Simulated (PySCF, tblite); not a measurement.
Calculations on `[CH2][C@H](C=C)C(OC)=C` [radical], in the order of a workflow; each names the level of the geometry that it ran on. Settings lines and outputs come from a driver script.

Species: C₇H₁₁O (doublet state).
Numbering: `[CH2:1][C@H:2]([CH:3]=[CH2:4])[C:5](=[CH2:6])[O:7][CH3:8]` (hydrogens: H9, H10 on C1; H11 on C2; H12 on C3; H13, H14 on C4; H15, H16 on C6; H17, H18, H19 on C8)

Step 1: GFN2-xTB geometry optimisation, gas phase (tblite 0.8.0) (from a force-field or distance-geometry start)
```json
{"job": {"kind": "relax", "xc": "GFN2-xTB", "basis": "xTB"}, "charge": 0, "multiplicity": 2}
```
```
step      E/eV     max force
  0    -666.88941    1.627
  1    -666.92695    1.388
  2    -666.95660    0.329
...
 88    -667.02426    0.019
 89    -667.02429    0.018
 90    -667.02431    0.012
 91    -667.02434    0.012
 92    -667.02435    0.009
```

Energy lowered by 3.1 kcal/mol over 92 steps; largest atomic force 0.009 eV/Å at the end. «max force» is the largest atomic force in eV/Å.

On one thread, Arm Neoverse V2 (aarch64), shared host with 96 logical CPUs at a one-minute load of 38, this took 0.44 s of wall time.

Step 2: GFN2-xTB harmonic vibrations, gas phase (tblite 0.8.0) (on the GFN2-xTB geometry)
```json
{"job": {"kind": "ir", "xc": "GFN2-xTB", "basis": "xTB"}, "charge": 0, "multiplicity": 2}
```
```
(table of modes left out)
```

51 modes from 41 to 3182 cm⁻¹ (unscaled, harmonic); zero-point energy 97.4 kcal/mol; all wavenumbers are real at this level.

The run took 0.49 s wall on one thread of an Arm Neoverse V2, on a shared host.

Step 3: UKS B3LYP, pcH-1 on C H O, non-relativistic, mean-field spin-orbit, GIAO (PySCF 2.14.0) (on the GFN2-xTB geometry)
```json
{"job": {"kind": "epr", "basis": "pcH-1"}, "charge": 0, "multiplicity": 2}
```
```
...
E = -348.49962920 Eh   <S^2> = 0.7551 (exact 0.7500)
g shifts (ppm)      1          2          3
  rmc          -145       -145       -145
  gc              7         29         37
  oz_so          15        487        561
  total        -123        372        453
hyperfine (MHz)  atom isotope    a_iso     a_fc   dipolar eigenvalues
    0   13C      94.20      94.20    -80.11    -79.34    159.45
    1   13C     -25.59     -25.59     -2.79      0.66      2.14
    2   13C      73.65      73.65    -11.67     -2.06     13.73
    3   13C       7.88       7.88     -8.37     -7.15     15.52
    4   13C      16.62      16.62     -2.51     -1.84      4.35
    5   13C       0.66       0.66     -0.69     -0.28      0.96
    6   17O       0.39       0.39     -0.58      0.15      0.43
    7   13C       0.42       0.42     -0.28     -0.26      0.54
    8    1H     -59.55     -59.55    -38.38     -0.48     38.86
    9    1H     -60.95     -60.95    -38.49     -0.34     38.83
   10    1H      22.82      22.82     -5.33     -3.95      9.28
   11    1H      -0.66      -0.66     -4.13     -2.77      6.89
   12    1H      -4.96      -4.96     -2.93     -0.61      3.54
   13    1H      -0.98      -0.98     -4.31     -1.13      5.44
   14    1H       3.07       3.07     -0.91     -0.79      1.70
...
```

⟨S²⟩ 0.755; g_iso 2.0026. rmc, gc and oz_so are the mass-correction, gauge-correction and orbital-Zeeman/spin–orbit parts of the g shift along its three principal axes; a_iso is the isotropic hyperfine coupling and a_fc its Fermi-contact part. The log counts atoms from 0, this text from 1.

Hardware: an Arm Neoverse V2 with one thread, shared host. Cost: 87 s (with the writing of density and orbital grids), 1.1 GiB resident at most.

Geometry of the electronic-property runs (GFN2-xTB):
```
atom  x, y, z in Å
C1    -0.643    1.963    0.061
C2    -0.746    0.563   -0.400
C3    -1.604   -0.103    0.657
C4    -2.871   -0.432    0.481
C5     0.597   -0.128   -0.494
C6     1.018   -0.713   -1.608
O7     1.274   -0.066    0.687
C8     2.539   -0.673    0.749
H9    -1.411    2.666   -0.195
H10    0.054    2.212    0.836
H11   -1.252    0.505   -1.367
H12   -1.110   -0.244    1.607
H13   -3.374   -0.287   -0.461
H14   -3.460   -0.864    1.273
H15    1.968   -1.207   -1.697
H16    0.403   -0.706   -2.488
H17    2.904   -0.506    1.761
H18    2.473   -1.749    0.558
H19    3.233   -0.222    0.033
```

 (This holds for the electronic-property runs.)

One conformer stands for the species.
